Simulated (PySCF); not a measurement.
C2H7Al, SMILES [CH3][AlH][CH3] (connectivity only; charge and spin as stated), charge +1, multiplicity 2.

Coordinates come from a PBE0-D3(BJ)/def2-SVP optimisation. The spin state was assumed, not searched. The isomer is the one that the SMILES or the coordinates give; other isomers of the formula were not compared.

Two levels are set side by side: PBE/def2-TZVPD (PySCF) and M06-2X/def2-TZVPD (PySCF). Same geometry, gas phase. Differences are taken from unrounded values.

```tsv
quantity	M06-2X
α-spin orbital gap (eV)	8.88
β-spin orbital gap (eV)	5.72
mean polarisability (bohr³)	53.4
```

What does PBE give, and how far is it from M06-2X? (An estimate is asked for; the answer gives what the named calculation found.)


```
quantity                      PBE  PBE minus M06-2X
---------------------------  ----  ----------------
α-spin orbital gap (eV)      5.21             -3.68
β-spin orbital gap (eV)      1.56             -4.16
mean polarisability (bohr³)  57.4               4.1
```

Loosely held outer electrons make PBE densities more polarisable. Differences between two approximate levels are no errors against the true value.

Rough cost on one machine, each run with all the roots and properties that it gave: M06-2X against PBE about 2 times.
